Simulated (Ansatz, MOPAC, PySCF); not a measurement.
Pair of molecules: HF (SMILES F) (first 2 atoms) with SiH4 (SMILES [SiH4]); geometry from B3LYP-D3(BJ)/def2-TZVP, rigid monomers moved along the line of their centres of mass till H2···H4 is 1.59 Å.
(charge 0, multiplicity 1):
```xyz
7

F     -0.202    -0.429    -0.468
H     -0.101    -0.770     0.391
Si    -0.046     0.107     2.891
H      0.039    -1.045     1.950
H      1.041     1.055     2.576
H      0.107    -0.425     4.261
H     -1.365     0.752     2.728
```

Interaction energies are E(AB) − E(A) − E(B) at the monomers' geometry in the complex; basis-set methods are counterpoise corrected. Rows marked so take none.

Frozen-core correlation. CBS(a, b) extrapolates the correlation energy as X⁻³ and adds the Hartree–Fock energy of set b. Rows in 3-21G, 6-311+G**, 6-31G*, STO-3G carry no dispersion term and start afresh at each structure (6-31G* with six Cartesian d functions). MP2/6-31G* freezes PySCF's default core. The state that PM6 reach isn't checked.

The values were computed with Ansatz (Gaussian orbitals); MOPAC for PM6 (differences of heats of formation); PySCF for 3-21G rows, 6-311+G** rows, 6-31G* rows, STO-3G rows, the dispersion terms. Values without a source in brackets are computed.

Other levels give for the interaction energy: PBE/def2-TZVPPD -1.53; B3LYP/def2-TZVPPD -0.69; B3LYP-D3(BJ)/def2-TZVPPD -1.66; wB97M-V/def2-TZVPPD -1.01; CCSD(T)/CBS(aug-cc-pV(D+d)Z, aug-cc-pV(T+d)Z) -0.89 kcal/mol.

Common cheap choices:

| level | interaction energy (kcal/mol) | less -0.89 (CCSD(T)/CBS(aug-cc-pV(D+d)Z, aug-cc-pV(T+d)Z)) |
|---|---|---|
| PM6 | 0.08 | 0.96 |
| HF/STO-3G (no counterpoise) | 4.05 | 4.94 |
| HF/3-21G (no counterpoise) | -0.03 | 0.86 |
| HF/6-31G* | 2.31 | 3.19 |
| B3LYP/3-21G (no counterpoise) | -3.19 | -2.31 |
| B3LYP/6-31G* (no counterpoise) | -1.76 | -0.87 |
| B3LYP/6-311+G** (no counterpoise) | -0.76 | 0.13 |
| MP2/6-31G* | 1.86 | 2.75 |

Ansatz is a program for electronic structure.
